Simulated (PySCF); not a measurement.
Species: 3,4-ethylenedioxythiophene, C6H6O2S.
Numbering: `[cH:1]1[s:2][cH:3][c:4]2[c:5]1[O:6][CH2:7][CH2:8][O:9]2` (hydrogens: H10 on C1; H11 on C3; H12, H13 on C7; H14, H15 on C8)

The same species was optimised twice, with GFN2-xTB and with PBE0-D3(BJ)/def2-SVP (PySCF), and the same property calculations (PySCF, gas phase) were run on both structures.

```tsv
coordinate	GFN2-xTB	PBE0-D3(BJ)/def2-SVP	change
C7–C8 (Å)	1.529	1.514	-0.015
C4–O9 (Å)	1.366	1.353	-0.013
C5–O6 (Å)	1.366	1.353	-0.013
C3–C4 (Å)	1.359	1.369	+0.010
C1–C5 (Å)	1.359	1.369	+0.010
C4–C5 (Å)	1.429	1.435	+0.006
O6–C7 (Å)	1.415	1.413	-0.002
C8–O9 (Å)	1.415	1.413	-0.002
S2–C3 (Å)	1.720	1.720	0.000
C1–S2 (Å)	1.720	1.720	0.000
C4–O9–C8 (°)	111.8	112.6	+0.8
C5–O6–C7 (°)	111.9	112.6	+0.7
C1–S2–C3 (°)	92.0	92.7	+0.7
S2–C1–C5 (°)	111.4	111.0	-0.4
C4–C5–O6 (°)	122.6	122.2	-0.4
C5–C4–O9 (°)	122.5	122.1	-0.4
S2–C3–C4 (°)	111.4	111.0	-0.4
C3–C4–O9 (°)	124.8	125.2	+0.4
```

Rotational constants: A = 3402, B = 1154, C = 883.7 MHz (GFN2-xTB) against A = 3416, B = 1153, C = 883.4 MHz (PBE0-D3(BJ)/def2-SVP). Point groups within 0.08 Å: C2 and C2.

On the GFN2-xTB structure: lowest singlet, TDDFT (eV) 5.31 [PBE0/def2-SVPD]; lowest triplet, Tamm–Dancoff (eV) 3.63 [PBE0/def2-SVPD]; isotropic polarisability (au) 91.7 [PBE0/def2-SVPD]; HOMO (eV) -6.38 [PBE0/def2-SVPD]; LUMO (eV) -0.29 [PBE0/def2-SVPD]; dipole (D) 2.04 [PBE0/def2-SVPD]; HOMO (eV) -6.37 [PBE0/pcSseg-1]; LUMO (eV) -0.23 [PBE0/pcSseg-1]; dipole (D) 2.04 [PBE0/pcSseg-1]; GIAO shielding of C1/C3 (mean) (ppm) 78.1 [PBE0/pcSseg-1]; GIAO shielding of S2 (ppm) 389.8 [PBE0/pcSseg-1]; GIAO shielding of C4/C5 (mean) (ppm) 39.3 [PBE0/pcSseg-1]; GIAO shielding of O6/O9 (mean) (ppm) 235.4 [PBE0/pcSseg-1]; GIAO shielding of C7/C8 (mean) (ppm) 119.2 [PBE0/pcSseg-1].

What do these properties become on the PBE0-D3(BJ)/def2-SVP structure?

```json
{"property": "lowest singlet, TDDFT (eV)", "level": "PBE0/def2-SVPD", "on GFN2-xTB": "5.31", "on PBE0-D3(BJ)/def2-SVP": "5.26", "change": "-0.05"}
{"property": "lowest triplet, Tamm–Dancoff (eV)", "level": "PBE0/def2-SVPD", "on GFN2-xTB": "3.63", "on PBE0-D3(BJ)/def2-SVP": "3.59", "change": "-0.04"}
{"property": "isotropic polarisability (au)", "level": "PBE0/def2-SVPD", "on GFN2-xTB": "91.7", "on PBE0-D3(BJ)/def2-SVP": "92.5", "change": "+0.8"}
{"property": "HOMO (eV)", "level": "PBE0/def2-SVPD", "on GFN2-xTB": "-6.38", "on PBE0-D3(BJ)/def2-SVP": "-6.30", "change": "+0.08"}
{"property": "LUMO (eV)", "level": "PBE0/def2-SVPD", "on GFN2-xTB": "-0.29", "on PBE0-D3(BJ)/def2-SVP": "-0.28", "change": "+0.01"}
{"property": "dipole (D)", "level": "PBE0/def2-SVPD", "on GFN2-xTB": "2.04", "on PBE0-D3(BJ)/def2-SVP": "2.21", "change": "+0.17"}
{"property": "energy, GFN2-xTB geometry as zero (kcal/mol)", "level": "PBE0/def2-SVPD", "on GFN2-xTB": "0.0", "on PBE0-D3(BJ)/def2-SVP": "-0.7", "change": "-0.7"}
{"property": "HOMO (eV)", "level": "PBE0/pcSseg-1", "on GFN2-xTB": "-6.37", "on PBE0-D3(BJ)/def2-SVP": "-6.29", "change": "+0.08"}
{"property": "LUMO (eV)", "level": "PBE0/pcSseg-1", "on GFN2-xTB": "-0.23", "on PBE0-D3(BJ)/def2-SVP": "-0.22", "change": "+0.01"}
{"property": "dipole (D)", "level": "PBE0/pcSseg-1", "on GFN2-xTB": "2.04", "on PBE0-D3(BJ)/def2-SVP": "2.21", "change": "+0.17"}
{"property": "energy, GFN2-xTB geometry as zero (kcal/mol)", "level": "PBE0/pcSseg-1", "on GFN2-xTB": "0.0", "on PBE0-D3(BJ)/def2-SVP": "-0.2", "change": "-0.2"}
{"property": "GIAO shielding of C1/C3 (mean) (ppm)", "level": "PBE0/pcSseg-1", "on GFN2-xTB": "78.1", "on PBE0-D3(BJ)/def2-SVP": "77.5", "change": "-0.6"}
{"property": "GIAO shielding of S2 (ppm)", "level": "PBE0/pcSseg-1", "on GFN2-xTB": "389.8", "on PBE0-D3(BJ)/def2-SVP": "389.6", "change": "-0.2"}
{"property": "GIAO shielding of C4/C5 (mean) (ppm)", "level": "PBE0/pcSseg-1", "on GFN2-xTB": "39.3", "on PBE0-D3(BJ)/def2-SVP": "38.6", "change": "-0.7"}
{"property": "GIAO shielding of O6/O9 (mean) (ppm)", "level": "PBE0/pcSseg-1", "on GFN2-xTB": "235.4", "on PBE0-D3(BJ)/def2-SVP": "236.4", "change": "+1.0"}
{"property": "GIAO shielding of C7/C8 (mean) (ppm)", "level": "PBE0/pcSseg-1", "on GFN2-xTB": "119.2", "on PBE0-D3(BJ)/def2-SVP": "119.8", "change": "+0.6"}
```

The heavy atoms differ by 0.010 Å rms after alignment. Among bonds between heavy atoms C7–C8 changes most (-0.015 Å). Changes are differences of the printed values. Neither structure is proved a minimum here.
